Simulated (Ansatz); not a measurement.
System: C6H11, charge 0, multiplicity 2. It need not be the lowest isomer of its formula. 
Coordinates optimised at B3LYP-D3(BJ)/def2-TZVP (Ansatz, a quantum-chemistry and plane-wave program):
```
C
H 1 1.0961
C 1 1.5210 2 108.78
H 3 1.0923 1 111.37 2 -59.90
H 3 1.0923 4 107.72 1 -122.41
H 3 1.0934 4 107.80 5 -116.04
C 1 1.5375 2 107.78 3 -124.68
H 7 1.0910 1 112.69 2 46.80
H 7 1.0947 8 107.47 1 -120.22
C 7 1.5397 8 113.31 9 -121.32
H 10 1.0948 7 112.92 8 84.63
H 10 1.1010 11 105.68 7 120.76
C 10 1.4941 11 113.29 12 122.01
H 13 1.0808 10 124.21 11 -46.59
C 13 1.4914 14 124.38 10 179.99
H 15 1.0951 13 113.56 14 -45.16
H 15 1.1026 16 105.70 13 -122.35
```
Charge 0, spin multiplicity 2.

Quantity: atomisation energy (electronic, to ground-state atoms), in kcal/mol. Correlated levels leave the core frozen unless marked. Open shells are spin-unrestricted. Spin-orbit coupling is left out. Non-relativistic. The coupled-cluster limit lacks core correlation, which all-electron functionals hold. Basis-set limits of correlation are two-point, X^-3; Hartree-Fock from the larger set. The bracket is a focal-point correction in the basis named.

```json
[
 {"level": "BLYP-D3(BJ)/def2-TZVPD", "program": "Ansatz + dftd3", "atomisation energy (kcal/mol)": "1645.2"},
 {"level": "r2SCANh-D4/def2-TZVPD", "program": "Ansatz + dftd4", "atomisation energy (kcal/mol)": "…"},
 {"level": "B2PLYP-D4/def2-TZVPD", "program": "Ansatz + dftd4", "atomisation energy (kcal/mol)": "1640.7"},
 {"level": "B2PLYP/def2-TZVPD", "program": "Ansatz", "atomisation energy (kcal/mol)": "1634.8"},
 {"level": "CCSD/cc-pVDZ", "program": "Ansatz", "atomisation energy (kcal/mol)": "…"},
 {"level": "RI-MP2/CBS(cc-pVTZ,cc-pVQZ)+[CCSD(T)-MP2]/cc-pVTZ", "program": "Ansatz", "atomisation energy (kcal/mol)": "1654.7"}
]
```

**Question.** Fill in the missing entries.

**Answer.** 
- r2SCANh-D4/def2-TZVPD, atomisation energy (kcal/mol): 1658.7
- CCSD/cc-pVDZ, atomisation energy (kcal/mol): 1532.8
